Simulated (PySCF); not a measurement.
## O+: excitation energy

O+ [He] 2s2 2p3 (4S) → O+ [He] 2s1 2p3 3d1 (6D), as a difference of total energies. Calculation: PySCF 2.14, in aug-cc-pV5Z; no relativity, point nucleus. Correlated levels: valence: 1s2 frozen. The calculations carry no spin-orbit coupling.

```csv
method,excitation energy (eV)
UHF,35.012
LDA,36.899
PBE,36.590
PBE0,36.661
r2SCAN,36.248
LC-wPBE,37.318
TPSS,36.980
TPSSh,37.017
MP2 (valence),37.045
SCS-MP2 (valence),37.545
```

How much does correlation contribute at MP2 (valence)?

37.045 − (35.012) = 2.033 eV, measured against UHF.

The upper state lies above the first ionisation limit, but in LS coupling its spin forbids autoionisation to the ground ion. A Rydberg-like electron needs more diffuse functions than a valence basis has.

The promoted electron is Rydberg-like, and one or two diffuse shells describe it only roughly, which tends to raise the upper state.
